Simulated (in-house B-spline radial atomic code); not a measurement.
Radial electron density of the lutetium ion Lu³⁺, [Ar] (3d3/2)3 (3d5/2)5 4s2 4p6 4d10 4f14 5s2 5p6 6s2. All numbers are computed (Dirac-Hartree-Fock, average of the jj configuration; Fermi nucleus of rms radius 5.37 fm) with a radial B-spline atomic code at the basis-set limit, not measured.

Columns: r (bohr), 4πr²n(r) (electrons per bohr), bar.

```
0.000684    3.552 #
0.000854    5.077 ##
 0.00107    7.249 ##
 0.00133    10.14 ###
 0.00166    14.15 #####
 0.00207    19.48 #######
 0.00259    26.55 #########
 0.00323    35.37 ############
 0.00404    46.24 ################
 0.00504     58.6 ####################
 0.00629    71.78 #########################
 0.00785     84.3 #############################
  0.0098    94.17 ################################
  0.0122    99.27 ##################################
  0.0153    98.61 ##################################
  0.0191    93.53 ################################
  0.0238    88.66 ###############################
  0.0297    90.16 ###############################
  0.0371    101.7 ###################################
  0.0463    118.4 #########################################
  0.0578    127.7 ############################################
  0.0722    119.5 #########################################
  0.0901    100.7 ###################################
   0.112    92.48 ################################
    0.14    102.4 ###################################
   0.175    107.6 #####################################
   0.219    86.52 ##############################
   0.273     61.7 #####################
   0.341    62.38 #####################
   0.426    72.99 #########################
   0.532    63.53 ######################
   0.664    40.26 ##############
   0.828     23.4 ########
    1.03     15.5 #####
    1.29    9.772 ###
    1.61    4.915 ##
    2.01    2.271 #
    2.51    1.353 
    3.14   0.7893 
    3.91   0.3004 
    4.89  0.05904 
     6.1 0.005417 
    7.62 0.0001882 
    9.51 2.06e-06
```

On this grid the curve has 4 maxima, near 0.0122, 0.0578, 0.175, 0.426 bohr.

The 3d3/2 radial function P(r) = rR(r), positive near the nucleus, with its small component Q(r) (sign convention: Q ≈ (P' + κP/r)/2c):

| r (bohr) | P | Q |
| --- | --- | --- |
| 0.00504 | 0.003262 | 0.007797 |
| 0.00785 | 0.009916 | 0.01697 |
| 0.0122 | 0.02998 | 0.03528 |
| 0.0191 | 0.08988 | 0.06944 |
| 0.0297 | 0.249 | 0.1223 |
| 0.0463 | 0.622 | 0.1853 |
| 0.0722 | 1.306 | 0.2217 |
| 0.112 | 2.102 | 0.184 |
| 0.175 | 2.317 | 0.0801 |
| 0.273 | 1.46 | 0.003402 |
| 0.426 | 0.4246 | -0.006484 |
| 0.664 | 0.05289 | -0.0009754 |
| 1.03 | 0.00556 | -5.451e-05 |
